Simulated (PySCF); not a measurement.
## Spin states of CsH

Unrestricted PBE0; PySCF, scalar-relativistic core potentials, basis sets Cs def2-TZVPP with ECP46, H def2-TZVPP. Outer shells of the fragments: Cs 6s1; H 1s1.

Followed along the bond (rough minima from three points):

```csv
2Ms+1,unpaired,⟨S²⟩ at the start,R at minimum (Å),Te (eV)
1,none,0.00,2.49,0.00
3,σ ↑↑,2.00,none in the scan,≤ 1.99
```

Solutions found at the starting distance of 2.525 Å, counted from the lowest of them; the search is not exhaustive and high or unbound solutions are not listed, so other states can lie among these:

| 2Ms+1 | unpaired | term | E (eV) | ⟨S²⟩ | ⟨Lz²⟩ | μ (D) |
| --- | --- | --- | --- | --- | --- | --- |
| 1 | none | ¹Σ⁺ | 0.00 | 0.00 | 0.00 | -8.05 |
| 3 | σ ↑↑ | ³Σ⁺ | 2.09 | 2.00 | 0.00 | 2.06 |
| 3 | σ ↑, π ↑ | ³Π | 3.10 | 2.00 | 1.00 | -4.67 |
| 1 | σ ↑, π ↓ | mixed | 3.15 | 1.00 | 1.00 | -2.71 |
| 3 | σ ↑, δ ↑ | ³Δ | 3.45 | 2.00 | 4.00 | 0.13 |
| 1 | σ ↑, δ ↓ | mixed | 3.46 | 1.00 | 4.00 | 0.13 |

A term symbol is given only where ⟨S²⟩ and ⟨Lz²⟩ are close to those of a pure state; real π, δ and φ orbitals otherwise mix terms. A positive dipole means Cs(−)H(+).

Spin–orbit coupling is left out. Counting both spins, an empty level lies below a filled one in some of these solutions, because spin and occupation are held.
